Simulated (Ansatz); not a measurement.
## Reading a saddle point

A first-order saddle point of InH₅SO₂, singlet, PBE0-D4/def2-TZVP, with one imaginary mode of 1263i cm⁻¹:

```
atom    x (Å)    y (Å)    z (Å)
 In1   0.1072  -0.4055   0.2072
  S2  -0.1021   2.1172  -0.4614
  O3   0.5634  -0.7949   2.0922
  O4   0.9036  -1.3698  -1.3218
  H5  -1.3305   1.0142  -0.3259
  H6  -1.7446   0.0295  -0.1206
  H7   0.0802   1.7743  -1.7494
  H8   0.0581  -0.2692   2.7165
  H9   1.4646  -2.0957  -1.0369
```

Program: Ansatz 0.2.0. Basis: def2-TZVPP and def2-QZVPP. Cores are frozen in the correlated methods. Filled d shells of the heavier atoms are correlated. Core potentials replace the inner electrons of the atoms past krypton. The def2 sets are not built for correlating such inner shells, so the correlated values are less sure here. Extrapolation: Hartree–Fock as exp(−7.88 √X), correlation as X^−2.97.

Q: Which contacts change along the imaginary mode, and what lies on either side? (A judgement: the text doesn't fix the answer.)

A: The calculation gives: The step is InH₃SO₂ ([OH][In]([OH])[SH]) + H₂ → InH₃O₂ ([OH][InH][OH]) + H₂S (still joined by a long In–S bond), with the molecules in contact on both sides. Shortening one way: In1–H6, S2–H5; lengthening the same way: In1–S2, H5–H6.
```csv
pair,one side (Å),saddle (Å),other side (Å)
In1–H6,2.85,1.93,1.70
S2–H5,3.97,1.66,1.34
In1–S2,2.36,2.62,2.84
H5–H6,0.75,1.09,3.50
```

Q: Which side is lower, and how far does the saddle lie above each? (An estimate is asked for; the value comes from the calculation.)

A: The calculation gives: The side with In1–S2, H5–H6 short is lower by 6.44 kcal/mol; the saddle lies 35.74 kcal/mol above it and 29.30 kcal/mol above the other (CCSD(T) at an estimated basis limit (MP2 extrapolated from triple and quadruple zeta, plus CCSD(T) − MP2 in triple zeta); electronic energies).

No T1 diagnostic of these runs exceeds 0.017.

Labels in which every atom is bracketed show which atoms are joined, not bond orders.

For scale, one of the runs: CCSD(T)/def2-TZVPP, 224 basis functions, launched by `ansatz run in.yaml --threads 4 --pin off --events-out ev --progress --plain --max-ram 9574MiB`. Hardware: 4 CPU threads of an Intel Xeon, shared host. Wall time 3.1 min; peak host memory 4 GiB.
